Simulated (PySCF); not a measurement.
C₂H₉NOSi₂, SMILES C[SiH2]/N=C\[SiH2]O. The structure is a stationary point at B3LYP-D3(BJ)/def2-SVP. The structure was generated by enumeration; whether it is a known compound was not checked. Other conformers were not sampled.

**Question.** Give the equilibrium geometry at B3LYP-D3(BJ)/def2-SVP (PySCF confirms it by a frequency run) as a Z-matrix. (An estimate is asked for; the answer gives what the named calculation found.)

**Answer.** Several could match; the one computed here: 
```
Si
N 1 1.7576
C 2 1.2714 1 132.21
H 3 1.1166 2 117.15 1 -178.54
H 1 1.4869 2 106.93 3 -150.64
H 1 1.5090 5 106.27 2 -121.26
C 1 1.8752 5 111.73 6 -119.85
H 7 1.1010 1 109.28 5 174.20
H 7 1.1011 8 108.66 1 -120.62
H 7 1.1017 8 108.77 9 -117.82
Si 3 1.9147 4 115.55 2 -178.75
O 11 1.6708 3 110.33 4 156.26
H 12 0.9663 11 116.99 3 70.80
H 11 1.4861 12 107.02 13 -170.94
H 11 1.4951 14 109.64 12 -121.98
```
Charge 0, spin multiplicity 1.
